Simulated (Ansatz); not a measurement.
`C[Se][In]([F])[F]` + H₂ → `C[SeH]` + `[F][InH][F]` at 298.15 K and 1 bar (hydrogenolysis of the Se–In bond).

Gas-phase electronic energies from Ansatz, PBE0-D4/def2-TZVP geometries. CBS: MP2 limit from def2 TZ/QZ plus the TZ coupled-cluster correction, frozen cores. This one scheme is used for every species. Elements past krypton have def2 core potentials. For In, Se outer-core shells are correlated without core-valence functions, which leaves a few kJ/mol of doubt a bond. Scalar relativity is left out up to krypton. Each species was taken in one conformer, which may not be the lowest.

```json
{"species": "`C[Se][In]([F])[F]`", "CCSD(T)/CBS energy (Eh)": "-2830.05920", "H − E (kJ/mol)": "133.4", "S (J/(mol·K))": "407.2"}
{"species": "H₂", "CCSD(T)/CBS energy (Eh)": "-1.17544", "H − E (kJ/mol)": "35.1", "S (J/(mol·K))": "130.4"}
{"species": "`C[SeH]`", "CCSD(T)/CBS energy (Eh)": "-2441.15625", "H − E (kJ/mol)": "129.5", "S (J/(mol·K))": "267.5"}
{"species": "`[F][InH][F]`", "CCSD(T)/CBS energy (Eh)": "-390.04654", "H − E (kJ/mol)": "38.6", "S (J/(mol·K))": "291.8"}
```

H − E and S are ideal-gas, rigid-rotor, harmonic terms from PBE0-D4/def2-TZVP, for one conformer and one mirror image of each species. The MP2-based limit puts H₂ 0.8 mEh under its directly extrapolated value; such offsets cancel only in part. 1 Eh = 2625.50 kJ/mol, R = 8.31446 J/(mol·K).

Problem. By hand: ΔE, ΔH, ΔS and ΔG.

Solution. ΔE = (-2441.15625) + (-390.04654) − (-2830.05920) − (-1.17544) = 0.03185 Eh = 83.6 kJ/mol. Δ(H − E) = 129.5 + 38.6 − 133.4 − 35.1 = -0.4, so ΔH = 83.2 kJ/mol. ΔS = 267.5 + 291.8 − 407.2 − 130.4 = 21.7 J/(mol·K). ΔG = 83.2 − 298.15 × (21.7)/1000 = 76.7 kJ/mol.

Problem. By hand: the equilibrium constant, and the temperature at which ΔG would vanish if ΔH and ΔS stayed fixed.

Solution. log₁₀ K = −ΔG/(RT ln 10) = -13.4. ΔG = 0 at ΔH/ΔS = 3834 K, far beyond where these terms or the molecules hold.

ΔH outweighs TΔS. A doubt of 5 kJ/mol in ΔE shifts log₁₀ K by 0.9 here. Other conformers and mirror images would add mixing entropy, several J/(mol·K) or more a flexible species. Modes under 60 cm⁻¹, often nearly free rotors, make the harmonic entropy too high. These are equilibria of isolated gas molecules and say nothing of rates. Largest T1 diagnostic: 0.017 (customary marks: 0.02 for closed shells, 0.045 for open ones).
